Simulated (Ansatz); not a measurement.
CH$_{4}$AlIS. Total charge 0; spin multiplicity 1. I: def2 effective core potential. The bonds changed during the relaxation, so this is another structure than the one it started from. All single points use the PBE0-D4/def2-TZVP geometry. It is one conformer, not always the lowest.

```xyz
8

S    -1.392    0.785   -0.158
C    -0.452   -0.505    0.794
Al    0.691   -0.422   -0.773
I     2.583    1.201   -0.685
H    -0.613    1.831    0.172
H    -0.207   -0.140    1.787
H    -1.129   -1.357    0.861
H     0.518   -1.393   -1.999
```

(1) What is the dipole moment at ωB97M-V/def2-TZVPP? (Best estimate.)

(2) And with PBE, r2SCAN, B3LYP? (Best estimate.)

(3) Give the Mulliken charges with ωB97M-V, B3LYP, r2SCAN in def2-TZVPP. (Estimate.)

Results:

(1) Computed: 2.36 D, with components (-1.79, -0.43, 1.47) D in this frame, pointing from negative to positive charge.

(2) Ansatz gave: PBE 2.32 D, r2SCAN 2.37 D, B3LYP 2.32 D.

(3) Ansatz gave: 
| atom | ωB97M-V | B3LYP | r2SCAN |
| --- | --- | --- | --- |
| S1 | -0.06 | -0.09 | -0.08 |
| C2 | -0.42 | -0.34 | -0.31 |
| Al3 | 0.39 | 0.44 | 0.50 |
| I4 | -0.24 | -0.27 | -0.28 |
| H5 | 0.15 | 0.13 | 0.13 |
| H6 | 0.15 | 0.13 | 0.10 |
| H7 | 0.14 | 0.12 | 0.10 |
| H8 | -0.10 | -0.13 | -0.15 |

B3LYP here is the variant with VWN-RPA as its local correlation; programs differ in this.
